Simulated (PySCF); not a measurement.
Dissociation curve of AgH, singlet.

Computed with: UHF/def2-SVP, def2 effective core potentials past Kr (PySCF); RHF/def2-SVP, def2 effective core potentials past Kr (PySCF); UKS-wB97X-V = PySCF with unrestricted wB97X-V/def2-SVP, def2 effective core potentials past Kr; RKS-wB97X-V = restricted wB97X-V/def2-SVP, def2 effective core potentials past Kr in PySCF; UKS-PBE = unrestricted PBE/def2-SVP, def2 effective core potentials past Kr in PySCF; RKS-PBE = restricted PBE/def2-SVP, def2 effective core potentials past Kr in PySCF; UKS-r2SCAN = unrestricted r2SCAN/def2-SVP, def2 effective core potentials past Kr in PySCF; RKS-r2SCAN = restricted r2SCAN/def2-SVP, def2 effective core potentials past Kr (PySCF).

Scanned distances (Å): 1.28, 1.39, 1.45, 1.51, 1.59, 1.62, 1.68, 1.73, 1.79, 1.87, 1.98, 2.17, 2.44, 2.65, 2.90, 3.25, 3.58, 4.01, 4.34, 4.87, 5.60, 6.53.

Q: Where does the unrestricted solution first break spin symmetry (<S²> of 0.01 or more)?

A: UHF: between 1.98 and 2.17 Å; UKS-wB97X-V: between 2.17 and 2.44 Å; UKS-PBE: between 2.44 and 2.65 Å; UKS-r2SCAN: between 2.17 and 2.44 Å.

```csv
R / Å,<S²> UHF,E(RHF) − E(UHF) / kcal/mol,<S²> UKS-wB97X-V,E(RKS-wB97X-V) − E(UKS-wB97X-V) / kcal/mol,<S²> UKS-PBE,E(RKS-PBE) − E(UKS-PBE) / kcal/mol,<S²> UKS-r2SCAN,E(RKS-r2SCAN) − E(UKS-r2SCAN) / kcal/mol
1.28,0.00,0.0,0.00,0.0,0.00,0.0,0.00,0.0
1.39,0.00,0.0,0.00,0.0,0.00,0.0,0.00,0.0
1.45,0.00,0.0,0.00,0.0,0.00,0.0,0.00,0.0
1.51,0.00,0.0,0.00,0.0,0.00,0.0,0.00,0.0
1.59,0.00,0.0,0.00,0.0,0.00,0.0,0.00,0.0
1.62,0.00,0.0,0.00,0.0,0.00,0.0,0.00,0.0
1.68,0.00,0.0,0.00,0.0,0.00,0.0,0.00,0.0
1.73,0.00,0.0,0.00,0.0,0.00,0.0,0.00,0.0
1.79,0.00,0.0,0.00,0.0,0.00,0.0,0.00,0.0
1.87,0.00,0.0,0.00,0.0,0.00,0.0,0.00,0.0
1.98,0.00,0.0,0.00,0.0,0.00,0.0,0.00,0.0
2.17,0.30,0.9,0.00,0.0,0.00,0.0,0.00,0.0
2.44,0.65,7.0,0.13,0.1,0.00,0.0,0.27,0.6
2.65,0.79,13.8,0.49,2.7,0.19,0.2,0.52,3.1
2.90,0.88,22.6,0.74,8.4,0.54,2.2,0.69,7.2
3.25,0.95,34.7,0.90,18.3,0.82,7.0,0.83,13.0
3.58,0.98,45.1,0.96,27.8,0.94,11.8,0.91,18.0
4.01,0.99,56.7,0.99,38.6,0.99,17.1,0.96,23.3
4.34,1.00,64.2,1.00,45.6,1.00,20.1,0.99,26.4
4.87,1.00,74.1,1.00,54.5,1.00,23.4,1.00,29.9
5.60,1.00,83.9,1.00,63.1,1.00,25.8,1.00,32.5
6.53,1.00,91.8,1.00,69.9,1.00,27.1,1.00,33.8
```
